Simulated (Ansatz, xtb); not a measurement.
Isomers of C6H6N3+ in order of energy

4 gas-phase structures of C6H6N3+, from a drawn sample of its isomers (lower ones may exist). Each was relaxed with GFN2-xTB:

A. `C#Cc1c[n+](C)cnn1`, a singlet
B. `N#Cc1cccc([NH3+])n1`, a singlet
C. `C[n+]1ccncc1C#N`, a singlet
D. `C[n+]1ccc(C#N)nc1`, a singlet

Q: Which do you expect lowest at r2SCAN-D4/def2-SVP, and how would the others follow?

A: Calculated order at r2SCAN-D4/def2-SVP: B (0.0), D (43.6), C (72.3), A (305.3) kJ/mol.

Energies above the lowest of each column, in kJ/mol; the last columns are at PBE0-D3(BJ)/def2-SVP geometries and were run for some of them only (a dash: not run or not comparable):

| structure | GFN2-xTB | HF/STO-3G | r2SCAN-D4/def2-SVP | PBE0-D3(BJ)/def2-SVP | CCSD(T)/def2-SVP + ΔMP2/def2-TZVPP |
| --- | --- | --- | --- | --- | --- |
| B | 44.0 | 0.0 | 0.0 | 0.0 | 0.0 |
| D | 0.0 | 13.9 | 43.6 | 43.2 | 38.5 |
| C | 22.4 | 47.8 | 72.3 | 73.7 | 67.3 |
| A | 152.8 | 319.3 | 305.3 | – | – |

CCSD(T)/def2-SVP + ΔMP2/def2-TZVPP puts B lowest of those it was run on; GFN2-xTB picks D. Frequencies (GFN2-xTB) were run for B, C, D alone. ΔMP2 is the change of the MP2 energy from the smaller to the larger basis.

Over these structures GFN2-xTB departs from r2SCAN-D4/def2-SVP by 51.0 kJ/mol on average once a common shift is removed. A GFN2-xTB relaxation took about 0.07 s and the r2SCAN-D4/def2-SVP energy about 1.4 s on a shared host (Ansatz 0.2.0, xtb 6.7.1).
